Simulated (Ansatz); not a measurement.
Reaction (redistribution): `O[BH][GeH2][CH2]O` + `C[SiH](O)[SiH3]` → `C[SiH](O)BO` + `O[CH2][GeH2][SiH3]`

Isolated molecules relaxed with PBE0-D4/def2-TZVP in Ansatz; ΔE leaves out vibrations. CCSD(T)/CBS is the MP2 limit (def2-TZVPP, def2-QZVPP) plus CCSD(T) − MP2 in def2-TZVPP, frozen cores. DFT in def2-TZVPP. For Ge outer-core shells are correlated without core-valence functions, which leaves a few kJ/mol of doubt a bond. Scalar relativity is left out up to krypton. One conformer a species, not always the lowest.

| level | ΔE (kJ/mol) |
| --- | --- |
| r2SCAN-D4 | -2.7 |
| MP2/def2-QZVPP | -4.2 |
| HF/CBS(def2) | -9.4 |
| CCSD/CBS(def2) | -4.3 |

Problem. What does CCSD(T)/CBS give? (Best estimate.)

Solution. Ansatz gave: -3.4 kJ/mol. The listed levels differ from it by 0.7, -0.8, -6.0, -0.9 kJ/mol.

Largest T1 diagnostic among the species: 0.013.

In def2-TZVPP, CCSD(T) changes the Hartree–Fock value by +4.8 kJ/mol (the triples alone add +1.0 kJ/mol) and MP2 by +4.5 kJ/mol.
